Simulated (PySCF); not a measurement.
FGeH5OSi. Atoms are numbered in the order given.

```xyz
9

Si     1.7295     0.3965    -0.3062
F      1.8468     1.0645     1.1697
O      0.1513     0.2504    -0.7153
Ge    -1.3057    -0.4839     0.0127
H      2.3929    -0.9330    -0.2161
H      2.3883     1.3037    -1.2772
H     -1.9579     0.5663     0.9233
H     -2.2113    -0.8589    -1.1669
H     -0.8725    -1.7268     0.8117
```
Charge 0, spin multiplicity 1.

The structure is a stationary point at PBE0-D3(BJ)/def2-SVP. The structure was generated by enumeration, and PubChem lists no compound with its InChIKey, so it may never have been made. Other conformers were not sampled.

Method: PySCF with PBE/pcSseg-1.

GIAO shieldings, no solvent; atoms alike by connectivity are averaged. δ = σ(ref) − σ: ²⁹Si against TMS (σ = 335.4 ppm); ¹⁹F against CFCl3 (σ = 133.6 ppm); ¹⁷O against H2O (σ = 334.3 ppm); ⁷³Ge against GeH4 (σ = 1614.4 ppm); ¹H against TMS (σ = 31.49 ppm), references at their B3LYP-D3(BJ)/def2-TZVP geometries, non-relativistic.

| atoms | nucleus | count | δ (ppm) |
|---|---|---|---|
| Si1 | ²⁹Si | 1 | -21.2 |
| F2 | ¹⁹F | 1 | (withheld) |
| O3 | ¹⁷O | 1 | (withheld) |
| Ge4 | ⁷³Ge | 1 | (withheld) |
| H7, H8, H9 | ¹H | 3 | 5.74 |
| H5, H6 | ¹H | 2 | 5.52 |

Some entries are withheld; supply them. (An estimate is asked for; the answer gives what the named calculation found.)


- F2, δ (ppm): -180.7
- Ge4, δ (ppm): 268.9
- O3, δ (ppm): 54.1
